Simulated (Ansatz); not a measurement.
Species: C$_{4}$H$_{3}$N, SMILES `C(N)#CC#C` (charge 0, multiplicity 1), formula C$_{4}$H$_{3}$N.

Problem. How many basis functions does frozen-core CCSD(T)/cc-pVTZ // B3LYP-D3(BJ)/def2-TZVP (Ansatz, a quantum-chemistry and plane-wave program) use, how many core orbitals are frozen, and how many electrons are correlated?

Solution. 192 basis functions and 5 frozen orbitals, which leaves 24 correlated electrons. Core time is of the order of minutes.
